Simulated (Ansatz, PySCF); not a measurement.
Reaction (SMILES): NBN → [BH]N + [NH2] (NH2) (the B-N bond at the site shown breaks; other sites are not compared here)
Structures are relaxed separately at B3LYP-D3(BJ)/def2-TZVP in Ansatz (a first-principles code), one conformer each, not searched for the lowest.

Quantity: bond dissociation energy (electronic energy difference), in kcal/mol. Cores are frozen in the correlated levels unless marked. UHF or UKS for open shells. No spin-orbit coupling. Non-relativistic. CBS marks a two-point X^-3 extrapolation of the correlation energy; Hartree-Fock from the larger set.

CCSD(T)/CBS(cc-pVTZ,cc-pVQZ) (Ansatz) gives 134.2 kcal/mol.

Another calculation gave 126.1 kcal/mol. Which level was it?
(A) HF/def2-TZVPD (PySCF)
(B) HSE06/def2-TZVPD (Ansatz)
(C) wB97X-V/def2-TZVPD (Ansatz)
(D) TPSSh/def2-TZVPD (PySCF)

D, TPSSh/def2-TZVPD (PySCF). The others give 134.4 (wB97X-V), 130.8 (HSE06), 101.9 (HF) kcal/mol.
